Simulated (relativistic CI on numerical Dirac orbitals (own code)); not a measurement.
## Pt⁺ (5d9) in a crystal field

Calculated by Dirac-Coulomb-Breit CI, orbitals from a KLI potential per configuration, a model potential for QED, valence Slater integrals scaled by 0.85, one configuration in a parametric crystal field (own radial code).

Field parameters in Wybourne normalisation: D4h B²₀ = −7Ds, B⁴₀ = 21(Dq − Dt), B⁴₄ = 21√(5/14) Dq. The field is a parameter set, without covalency.

S and J are read from ⟨S²⟩ = S(S + 1) and ⟨J²⟩ = J(J + 1) of each level; they are not fictitious spins.

D4h, 10Dq = 19800, Ds = -1500, Dt = -430 cm⁻¹, the lowest 5 levels:

```json
{"E (cm⁻¹)": "0.0", "Degeneracy": "2", "Irrep": "Γ6", "S": "0.50", "J": "2.29"}
{"E (cm⁻¹)": "7925", "Degeneracy": "2", "Irrep": "Γ7", "S": "0.50", "J": "2.32"}
{"E (cm⁻¹)": "23203", "Degeneracy": "2", "Irrep": "Γ7", "S": "0.50", "J": "2.49"}
{"E (cm⁻¹)": "29024", "Degeneracy": "2", "Irrep": "Γ6", "S": "0.50", "J": "1.79"}
{"E (cm⁻¹)": "30967", "Degeneracy": "2", "Irrep": "Γ7", "S": "0.50", "J": "1.77"}
```

Principal g values of the ground doublet: 1.95, 2.73, 2.73.

D4h, 10Dq = 19800, Ds = 3000, Dt = -430 cm⁻¹, the lowest 5 levels:

```csv
E (cm⁻¹),Degeneracy,Irrep,S,J
0.0,2,Γ7,0.50,2.30
9806,2,Γ6,0.50,2.31
20362,2,Γ7,0.50,2.24
31068,2,Γ7,0.50,2.08
34609,2,Γ6,0.50,1.76
```

Principal g values of the ground doublet: 2.11, 2.11, 3.31.

The free-ion ground term has S = 1/2. Every field shown keeps that spin.

Levels of this model without a field, named by their leading LS term: 2D_5/2 0, 2D_3/2 9483 cm⁻¹.
